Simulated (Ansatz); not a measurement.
Coupled-cluster diagnostics for SnMeH3 (CH₆Sn), Ansatz.

Geometry of the singlet (PBE-D4/def2-TZVP):

Cartesian coordinates in Å:
```
Sn 0.243 -0.222 0.941
C -0.283 0.259 -1.097
H -0.685 1.278 -1.146
H -1.041 -0.445 -1.461
H 0.606 0.193 -1.736
H 0.853 -1.830 1.030
H -1.143 -0.097 1.955
H 1.451 0.864 1.513
```

In the def2 sets Sn takes a core potential; there is no spin–orbit coupling. Correlated methods freeze 5 core orbitals; core or outer-core shells of Sn are correlated, in sets that lack core-valence functions.

(1) Estimate the CCSD(T) correlation energy, the shares of MP2 and (T), T1 and the reference's ⟨S²⟩ for: charge 0, singlet, own geometry in def2-TZVPP; charge 0, singlet, own geometry in def2-TZVPD; charge 1, doublet, vertical in def2-TZVPP; charge -1, doublet, vertical in def2-TZVPD; and the rough time on 2 threads of AMD EPYC 7R13 on a shared host and a share (18 GiB) of an NVIDIA H100 80GB HBM3.

Results:

(1) 
```csv
state,basis,correlation (eV),MP2 share (%),(T) share (%),T1,⟨S²⟩ (pure),wall time,remarks
"charge 0, singlet, own geometry",def2-TZVPP,-15.514,92.6,2.9,0.012,0.00 (0.00),7 s,–
"charge 0, singlet, own geometry",def2-TZVPD,-15.156,92.1,2.9,0.013,0.00 (0.00),9 s,–
"charge 1, doublet, vertical",def2-TZVPP,-14.460,91.2,2.7,0.016,0.76 (0.75),7.5 s,–
"charge -1, doublet, vertical",def2-TZVPD,-15.590,91.8,3.1,0.042,0.75 (0.75),8.5 s,HOMO above zero
```
Customary marks for T1 are 0.02 (closed shells), 0.045 (open shells) and about 0.05 (3d metals). T1 exceeds 0.02 in 1 of 4 rows and 0.045 in 0; the higher it lies, the less the single-reference result can be trusted.
